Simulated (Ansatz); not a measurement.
Steps of a relaxation of `O=CS[SiH3]` with RKS PBE-D4/def2-SVP.

```sh
$ ansatz run in.yaml --threads 2 --pin off --events-out ev --progress --plain --max-ram 4352MiB
```

```yaml
crystal:
  periodic: [false, false, false]
  atoms:
    - {symbol: O, position_ang: [1.551800, -0.901500, 0.889900]}
    - {symbol: C, position_ang: [1.702600, 0.178900, 0.261900]}
    - {symbol: S, position_ang: [0.432400, 1.076600, -0.599400]}
    - {symbol: Si, position_ang: [-1.220400, -0.074400, -0.246500]}
    - {symbol: H, position_ang: [2.716200, 0.617400, 0.190100]}
    - {symbol: H, position_ang: [-1.593800, -0.123600, 1.208500]}
    - {symbol: H, position_ang: [-1.107600, -1.436400, -0.826700]}
    - {symbol: H, position_ang: [-2.389100, 0.605800, -0.933600]}
basis:
  gaussian: {orbitals: def2-SVP}
hamiltonian: {xc: pbe, dispersion: d4}
relax: {f_tol: 0.03, max_steps: 200}
```

Positions (Å) and forces (eV/Å) along the path, 8 of 8 steps:

```xyz
8
step=1 energy=-21841.8113 eV
O     1.552   -0.901    0.890    0.008    2.670   -1.544
C     1.703    0.179    0.262   -0.383   -3.388    1.786
S     0.432    1.077   -0.599    1.988    1.759   -0.610
Si   -1.220   -0.074   -0.246   -2.407   -1.292    0.644
H     2.716    0.617    0.190    0.193    0.528   -0.215
H    -1.594   -0.124    1.208    0.144   -0.070    0.014
H    -1.108   -1.436   -0.827    0.111   -0.278   -0.051
H    -2.389    0.606   -0.934    0.347    0.071   -0.024
8
step=2 energy=-21841.7055 eV rejected
O     1.416   -0.843    0.886    0.384    0.995   -2.394
C     1.698    0.083    0.093   -0.167    0.161    3.982
S     0.477    1.178   -0.638    0.312   -0.505   -0.533
Si   -1.236   -0.108   -0.211   -0.366    0.078    0.023
H     2.686    0.648    0.288   -0.354   -0.673   -1.082
H    -1.548   -0.179    1.258    0.057    0.053   -0.073
H    -1.079   -1.480   -0.786    0.088    0.014   -0.047
H    -2.322    0.643   -0.947    0.046   -0.124    0.125
8
step=3 energy=-21842.0664 eV
O     1.476   -0.891    0.847    0.128    1.907   -1.126
C     1.694    0.176    0.243   -0.233   -2.071    1.260
S     0.484    1.133   -0.655    0.327    0.203    0.001
Si   -1.249   -0.101   -0.226   -0.432   -0.151    0.064
H     2.722    0.625    0.237   -0.095    0.183   -0.186
H    -1.568   -0.151    1.240    0.114    0.011   -0.027
H    -1.100   -1.471   -0.804    0.055   -0.067   -0.012
H    -2.366    0.622   -0.938    0.137   -0.016    0.026
8
step=4 energy=-21842.1070 eV
O     1.386   -0.870    0.865    0.193    1.199   -0.752
C     1.655    0.167    0.254   -0.109   -1.176    0.739
S     0.484    1.175   -0.645    0.107   -0.013   -0.023
Si   -1.248   -0.103   -0.236    0.052   -0.010    0.148
H     2.701    0.581    0.208   -0.150    0.039   -0.040
H    -1.481   -0.148    1.244   -0.059   -0.022   -0.030
H    -1.035   -1.468   -0.811   -0.020   -0.019   -0.025
H    -2.369    0.608   -0.933   -0.014    0.001   -0.016
8
step=5 energy=-21842.1221 eV
O     1.395   -0.860    0.840    0.042   -0.214    0.154
C     1.671    0.165    0.255   -0.029   -0.007   -0.008
S     0.497    1.155   -0.645   -0.088    0.207   -0.145
Si   -1.247   -0.109   -0.223    0.035    0.033   -0.032
H     2.704    0.603    0.216    0.036    0.024   -0.011
H    -1.515   -0.151    1.249   -0.001   -0.027    0.010
H    -1.060   -1.473   -0.813    0.002   -0.018    0.024
H    -2.354    0.614   -0.935    0.002    0.002    0.008
8
step=6 energy=-21842.1231 eV
O     1.416   -0.867    0.857   -0.152   -0.078    0.016
C     1.663    0.157    0.258    0.295    0.082    0.014
S     0.495    1.160   -0.646   -0.112   -0.001   -0.024
Si   -1.248   -0.103   -0.228   -0.010    0.015   -0.012
H     2.694    0.604    0.205   -0.018   -0.002   -0.003
H    -1.516   -0.156    1.245    0.002   -0.005   -0.001
H    -1.057   -1.470   -0.810    0.001   -0.001    0.005
H    -2.356    0.619   -0.937   -0.006   -0.010    0.005
8
step=7 energy=-21842.1244 eV
O     1.378   -0.859    0.856    0.001    0.008   -0.016
C     1.660    0.158    0.258    0.012    0.011   -0.003
S     0.498    1.177   -0.650   -0.019   -0.029    0.002
Si   -1.238   -0.098   -0.229   -0.028   -0.004    0.017
H     2.700    0.582    0.206   -0.007    0.002    0.007
H    -1.499   -0.152    1.245    0.005   -0.010   -0.003
H    -1.035   -1.463   -0.814    0.006   -0.001    0.010
H    -2.371    0.597   -0.926    0.031    0.024   -0.012
8
step=8 energy=-21842.1252 eV
O     1.393   -0.865    0.848   -0.005    0.002    0.002
C     1.665    0.159    0.257   -0.002    0.000   -0.003
S     0.494    1.167   -0.652    0.002    0.000    0.008
Si   -1.244   -0.102   -0.227    0.005    0.000   -0.013
H     2.699    0.596    0.212    0.005    0.002   -0.002
H    -1.507   -0.155    1.247   -0.001    0.001    0.006
H    -1.047   -1.468   -0.807   -0.004   -0.005    0.001
H    -2.360    0.611   -0.934    0.001   -0.001    0.003
```

Hardware: 2 threads of an Arm Neoverse V1 on a shared host. Wall time 13 s, peak host memory 0.15 GiB.
